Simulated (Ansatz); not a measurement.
Consider the ligand exchange at the Si–C bond: `C[SiH2]/C(Cl)=C\F` + `FCS` → `C[SiH2]SCF` + `F/C=C/Cl`.

Calculated with Ansatz (gas phase, PBE0-D4/def2-TZVP geometries, no zero-point term in ΔE). CCSD(T)/CBS is the MP2 limit (def2-TZVPP, def2-QZVPP) plus CCSD(T) − MP2 in def2-TZVPP, frozen cores. Double bonds are as drawn, so ΔE can hold a change between cis and trans. DFT in def2-TZVPP. B3LYP here is the variant with VWN-RPA as its local correlation; programs differ in this. One conformer a species, not always the lowest.

(1) Is it downhill or uphill in electronic energy at CCSD(T)/CBS, and by how much? (Best estimate.)

(2) What do these levels give: PBE-D4, r2SCAN-D4, B3LYP-D4, B2PLYP, PBE, PBE0, B3LYP, SCS-MP2/def2-TZVPP, CCSD/def2-TZVPP, CCSD(T)/def2-TZVPP, MP2/def2-QZVPP, MP2/CBS(def2)? (Best estimate.)

Largest T1 diagnostic among the species: 0.012.

Results:

(1) Ansatz gave: Downhill: ΔE = -0.50 eV.

(2) The calculation gave: PBE-D4 -0.52, r2SCAN-D4 -0.52, B3LYP-D4 -0.50, B2PLYP -0.50, PBE -0.53, PBE0 -0.54, B3LYP -0.51, SCS-MP2/def2-TZVPP -0.48, CCSD/def2-TZVPP -0.48, CCSD(T)/def2-TZVPP -0.48, MP2/def2-QZVPP -0.50, MP2/CBS(def2) -0.51 eV.
